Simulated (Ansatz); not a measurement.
`C[Si]N(C)C` + CH₃OH → `CO[Si]C` + `CNC` at 700 K and 1 bar (ligand exchange at the Si–N bond).

Gas-phase electronic energies from Ansatz, PBE0-D4/def2-TZVP geometries. CBS: MP2 limit from def2 TZ/QZ plus the TZ coupled-cluster correction, frozen cores. This one scheme is used for every species. Each species was taken in one conformer, which may not be the lowest.

| species | CCSD(T)/CBS energy (Eh) | H − E (kJ/mol) | S (J/(mol·K)) |
| --- | --- | --- | --- |
| `C[Si]N(C)C` | -463.33839 | 400.1 | 478.7 |
| CH₃OH | -115.61712 | 170.8 | 288.5 |
| `CO[Si]C` | -443.95718 | 273.0 | 430.1 |
| `CNC` | -135.00321 | 296.9 | 352.4 |

H − E and S are ideal-gas, rigid-rotor, harmonic terms from PBE0-D4/def2-TZVP, for one conformer and one mirror image of each species. 1 Eh = 2625.50 kJ/mol, R = 8.31446 J/(mol·K).

By hand: ΔE, ΔH, ΔS and ΔG.

ΔE = (-443.95718) + (-135.00321) − (-463.33839) − (-115.61712) = -0.00488 Eh = -12.8 kJ/mol. Δ(H − E) = 273.0 + 296.9 − 400.1 − 170.8 = -1.0, so ΔH = -13.8 kJ/mol. ΔS = 430.1 + 352.4 − 478.7 − 288.5 = 15.3 J/(mol·K). ΔG = -13.8 − 700 × (15.3)/1000 = -24.5 kJ/mol.

By hand: the equilibrium constant, and the temperature at which ΔG would vanish if ΔH and ΔS stayed fixed.

log₁₀ K = −ΔG/(RT ln 10) = 1.8. ΔH and −TΔS have one sign here, so there is no such temperature.

TΔS isn't small against ΔH here. A doubt of 5 kJ/mol in ΔE shifts log₁₀ K by 0.4 here. Other conformers and mirror images would add mixing entropy, several J/(mol·K) or more a flexible species. Modes under 60 cm⁻¹, often nearly free rotors, make the harmonic entropy too high. These are equilibria of isolated gas molecules and say nothing of rates. Largest T1 diagnostic: 0.014 (customary marks: 0.02 for closed shells, 0.045 for open ones).
